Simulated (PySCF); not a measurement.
CH₃BrOTe, SMILES CO[Te]Br. Atoms are numbered in the order given.

```xyz
7

Te     0.2867    -0.4606     0.7462
Br    -1.2028     1.2030    -0.4873
O      1.7517    -0.6528    -0.5909
C      1.4811    -1.3742    -1.7814
H      0.7506    -0.8457    -2.4196
H      2.4352    -1.4469    -2.3280
H      1.1027    -2.3935    -1.5837
```
Charge 0, spin multiplicity 1.

Coordinates come from a B3LYP-D3(BJ)/def2-SVP optimisation. The structure was generated by enumeration, and PubChem lists no compound with its InChIKey, so it may never have been made. The def2 effective core potentials stand for the cores of Te; spin–orbit coupling is left out. Other conformers were not sampled.

Method: B3LYP-D3(BJ)/def2-SVP in PySCF.

Frequencies are harmonic and unscaled.

```csv
mode,ν (cm⁻¹),IR (km/mol),moving atoms (share of kinetic energy)
1,72,1.9,"C 46 %, Br 21 %, H 20 %, Te 12 %"
2,125,1.2,"H 76 %, O 18 %"
3,204,5.4,"O 54 %, H 32 %, Br 9 %"
4,243,20.7,"Br 54 %, Te 40 %"
5,286,3.2,"C 40 %, O 25 %, H 23 %, Te 12 %"
6,553,38.0,"O 75 %, Te 11 %"
7,1062,125.4,"O 50 %, C 46 %"
8,1165,2.0,"H 77 %, C 18 %"
9,1175,6.2,"H 74 %, C 20 %"
10,1449,9.3,H 92 %
11,1456,15.1,H 93 %
12,1477,14.7,H 95 %
13,2994,61.1,H 98 %
14,3074,28.3,"H 90 %, C 10 %"
15,3105,14.2,"H 90 %, C 10 %"
```
